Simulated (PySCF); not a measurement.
Task: Give a PBE0-D3(BJ)/def2-SVP geometry of [PtCl6]2-, `[Cl][Pt-2]([Cl])([Cl])([Cl])([Cl])[Cl]`. (Charge -2 and singlet state.)

Result: 
```xyz
7
PtCl6 angstrom
Pt     0.0129   -0.0148   -0.0095
Cl    -0.0037   -0.0290    2.3505
Cl     0.0265   -0.0015   -2.3693
Cl     2.3731    0.0134    0.0032
Cl    -2.3473   -0.0402   -0.0255
Cl    -0.0022    2.3455   -0.0010
Cl     0.0326   -2.3754   -0.0169
```

Orientation and origin are arbitrary. Atoms count from 1 in this order. All 6 Cl–Pt bonds measure 2.360 to 2.361 Å. Pt1 (platinum bonded to 6 Cl) is octahedral (the three widest angles are 179.9°, 179.9° and 179.9°, the others run from 89.7° to 90.3°).

Bonds between heavy atoms (Å): Pt1–Cl2 2.360, Pt1–Cl3 2.360, Pt1–Cl4 2.360, Pt1–Cl5 2.360, Pt1–Cl6 2.360, Pt1–Cl7 2.361.

Computed with PySCF, PBE0-D3(BJ)/def2-SVP geometry optimisation, gas phase, def2 core potentials past Kr.

Point group: Oh (every atom within 0.08 Å of its image). Whether it is a minimum is left open (no frequencies). Whether so highly charged an anion holds all its electrons in the gas phase wasn't checked; a finite basis holds them in any case. No counter-ion or solvent screens the charge of this multiply charged ion. The geometry's basis has no diffuse functions, a weakness for an anion.
